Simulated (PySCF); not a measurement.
**I: electron affinity**

I⁻ [Xe] (1S) → I [Kr] 4d10 5s2 5p5 (2P), as a difference of total energies. All numbers are calculated (PySCF 2.14, scalar relativity through the core potential, in aug-cc-pwCVTZ-PP with ECP28MDF). Correlated levels: valence: 4s2 4p6 4d10 frozen. The calculations carry no spin-orbit coupling.

| method | electron affinity (eV) | difference from reference (eV) |
| --- | --- | --- |
| UHF | 2.289 | -0.770 |
| MP2 (valence) | 3.191 | +0.132 |
| SCS-MP2 (valence) | 3.125 | +0.066 |
| CCSD (valence) | 3.075 | +0.016 |
| CCSD(T) (valence) | 3.145 | +0.086 |

Reference: 3.059 eV (measured; photodetachment measurements, as compiled on the Wikipedia data page of electron affinities).

The reference lies between the lowest fine-structure levels, while these numbers refer to the centres of the terms.

Errors of the correlated levels include the incompleteness of this basis and the frozen core.
